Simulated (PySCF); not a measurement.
One of the candidates below gave these computed data.

All candidates are C4H10OSi.

- UV, first state: lowest singlet excitation: 6.43 eV (193 nm, f = 0.060) [TDDFT B3LYP/def2-SVPD]
- Dipole: 0.81 D [B3LYP/def2-SVPD]
- Rotational structure: rotational constants A, B, C: 7.010, 1.331, 1.196 GHz [GFN2-xTB]
- Polarisability: 80.5 au [B3LYP/def2-SVPD]
- UV, strongest line: among the 8 lowest singlet transitions: S6 at 7.39 eV (168 nm, f = 0.174) [TDDFT B3LYP/def2-SVPD]
- Triplet: lowest triplet excitation (Tamm–Dancoff): 4.49 eV [TDA B3LYP/def2-SVPD]

Electronic properties: PySCF, gas phase, density fitting. Levels stand in brackets. Isolated species at its GFN2-xTB geometry (one conformer only).

Question: Which candidate is it?
A. `C=CO[SiH](C)C`
B. `C=C(C)CO[SiH3]`
C. `C=CC[SiH2]OC`

Answer: B. It is `C=C(C)CO[SiH3]`. Numbering: `[CH2:1]=[C:2]([CH3:3])[CH2:4][O:5][SiH3:6]`. Its formula, C4H10OSi, gives 1 degree of unsaturation: 0 rings and 1 π bond in the structure found. The optimised geometry has point group C1 and is an asymmetric top.

The others, at the same levels:
- `C=CO[SiH](C)C` fails: its computed lowest singlet excitation is 6.15 eV (202 nm, f = 0.012) (against 6.43 eV), strongest line among the 8 lowest singlet transitions is S4 at 6.78 eV (183 nm, f = 0.357) (against S6 at 7.39 eV) and rotational constant A is 4.801 GHz (against 7.010 GHz).
- `C=CC[SiH2]OC` fails: its computed lowest singlet excitation is 6.18 eV (201 nm, f = 0.148) (against 6.43 eV), strongest line among the 8 lowest singlet transitions is S4 at 6.95 eV (179 nm, f = 0.180) (against S6 at 7.39 eV) and rotational constant A is 5.998 GHz (against 7.010 GHz).

Each candidate is one conformer, not necessarily the lowest. Dipoles, sizes and rotational constants follow the conformer. The torsions of the flexible species, by atom-mapped SMILES:
- `[CH2:1]=[C:2]([CH3:3])[CH2:4][O:5][SiH3:6]`: C1–C2–C4–O5 -120°, C2–C4–O5–Si6 179°
- `[CH2:1]=[CH:2][O:3][SiH:4]([CH3:5])[CH3:6]`: C1–C2–O3–Si4 171°, C2–O3–Si4–C5 -62°
- `[CH2:1]=[CH:2][CH2:3][SiH2:4][O:5][CH3:6]`: C1–C2–C3–Si4 105°, C2–C3–Si4–O5 62°, C3–Si4–O5–C6 -179°
